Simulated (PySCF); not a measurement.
Isomers of C7H15B, mass 110.127 u with the commonest isotopes. Method: PBE0-D3(BJ)/def2-SVP geometry optimisation, gas phase (PySCF). One conformer each, none proved a minimum here; rigid rotors.

Problem. Order these by rotational constant A, smallest first.
A. `[BH2:1][C:2]([CH3:3])([CH3:4])[CH2:5][CH2:6][CH:7]=[CH2:8]` with H–B1–C2–C3 86° and -87°, B1–C2–C5–C6 66°, C2–C5–C6–C7 -175°, C5–C6–C7–C8 -119°
B. `[CH3:1][CH2:2][C@H:3]1[BH:4][CH2:5][CH2:6][CH2:7][CH2:8]1` with C1–C2–C3–B4 165°, C2–C3–B4–C5 156°, C3–B4–C5–C6 -21°, B4–C5–C6–C7 39°, C5–C6–C7–C8 -60°
C. `[CH3:1][C@@H:2]1[BH:3][CH2:4][CH2:5][CH2:6][C@@H:7]1[CH3:8]` with C1–C2–B3–C4 -99°, C2–B3–C4–C5 -24°, B3–C4–C5–C6 38°, C4–C5–C6–C7 -58°
D. `[CH3:1][CH2:2][CH2:3][BH:4][CH:5]1[CH2:6][CH2:7][CH2:8]1` with C1–C2–C3–B4 -69°, C2–C3–B4–C5 160°, C3–B4–C5–C6 131°, B4–C5–C6–C7 -146°, C5–C6–C7–C8 17°, C6–C7–C8–C5 -17°, B4–C5–C8–C7 144°

Solution. C (2677 MHz), B (3923 MHz), A (4063 MHz), D (5570 MHz).

Problem. Order these by radius of gyration √(Σ m r²/M), largest first.
A. `[CH3:1][C@@H:2]1[BH:3][CH2:4][CH2:5][CH2:6][C@@H:7]1[CH3:8]` with C1–C2–B3–C4 -99°, C2–B3–C4–C5 -24°, B3–C4–C5–C6 38°, C4–C5–C6–C7 -58°
B. `[BH2:1][C:2]([CH3:3])([CH3:4])[CH2:5][CH2:6][CH:7]=[CH2:8]` with H–B1–C2–C3 86° and -87°, B1–C2–C5–C6 66°, C2–C5–C6–C7 -175°, C5–C6–C7–C8 -119°
C. `[CH3:1][CH2:2][CH2:3][BH:4][CH:5]1[CH2:6][CH2:7][CH2:8]1` with C1–C2–C3–B4 -69°, C2–C3–B4–C5 160°, C3–B4–C5–C6 131°, B4–C5–C6–C7 -146°, C5–C6–C7–C8 17°, C6–C7–C8–C5 -17°, B4–C5–C8–C7 144°
D. `[CH3:1][CH2:2][C@H:3]1[BH:4][CH2:5][CH2:6][CH2:7][CH2:8]1` with C1–C2–C3–B4 165°, C2–C3–B4–C5 156°, C3–B4–C5–C6 -21°, B4–C5–C6–C7 39°, C5–C6–C7–C8 -60°

Solution. C (2.519 Å), B (2.351 Å), D (2.158 Å), A (1.954 Å).

Problem. Order these by rotational constant C, smallest first.
A. `[BH2:1][C:2]([CH3:3])([CH3:4])[CH2:5][CH2:6][CH:7]=[CH2:8]` with H–B1–C2–C3 86° and -87°, B1–C2–C5–C6 66°, C2–C5–C6–C7 -175°, C5–C6–C7–C8 -119°
B. `[CH3:1][CH2:2][C@H:3]1[BH:4][CH2:5][CH2:6][CH2:7][CH2:8]1` with C1–C2–C3–B4 165°, C2–C3–B4–C5 156°, C3–B4–C5–C6 -21°, B4–C5–C6–C7 39°, C5–C6–C7–C8 -60°
C. `[CH3:1][C@@H:2]1[BH:3][CH2:4][CH2:5][CH2:6][C@@H:7]1[CH3:8]` with C1–C2–B3–C4 -99°, C2–B3–C4–C5 -24°, B3–C4–C5–C6 38°, C4–C5–C6–C7 -58°
D. `[CH3:1][CH2:2][CH2:3][BH:4][CH:5]1[CH2:6][CH2:7][CH2:8]1` with C1–C2–C3–B4 -69°, C2–C3–B4–C5 160°, C3–B4–C5–C6 131°, B4–C5–C6–C7 -146°, C5–C6–C7–C8 17°, C6–C7–C8–C5 -17°, B4–C5–C8–C7 144°

Solution. D (761.1 MHz), A (912.5 MHz), B (1020 MHz), C (1309 MHz).

```tsv
SMILES	point group	Ia (u·Å²)	Ib (u·Å²)	Ic (u·Å²)	κ	μa (D)	μb (D)	μc (D)
CCCBC1CCC1	C1	90.73	642.50	663.98	-0.99	0.17	0.45	0.09
C[C@@H]1BCCC[C@@H]1C	C1	188.76	266.39	386.04	-0.14	0.10	0.33	0.25
CC[C@H]1BCCCC1	C1	128.81	401.66	495.70	-0.84	0.23	0.40	0.14
BC(C)(C)CCC=C	C1	124.39	538.87	553.84	-0.98	0.29	0.22	0.62
```
